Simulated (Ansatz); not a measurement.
Consider the formal exchange of groups at a B–H bond: `NB[SiH2]O` + `CCCC1CCCCC1` → `CB(N)[SiH2]O` + `CCC1CCCCC1`.

Isolated molecules relaxed with PBE0-D4/def2-TZVP in Ansatz; ΔE leaves out vibrations. CBS: MP2 limit from def2 TZ/QZ plus the TZ coupled-cluster correction, frozen cores. Functionals use def2-TZVPP. One conformer a species, not always the lowest.

| level | ΔE (kJ/mol) |
| --- | --- |
| r2SCAN-D4 | -55.2 |
| CCSD(T)/def2-TZVPP | -47.6 |

What does CCSD(T)/CBS give? (An estimate is asked.)

Computed: -49.2 kJ/mol. The listed levels differ from it by -6.0, 1.6 kJ/mol.

Largest T1 diagnostic among the species: 0.013.
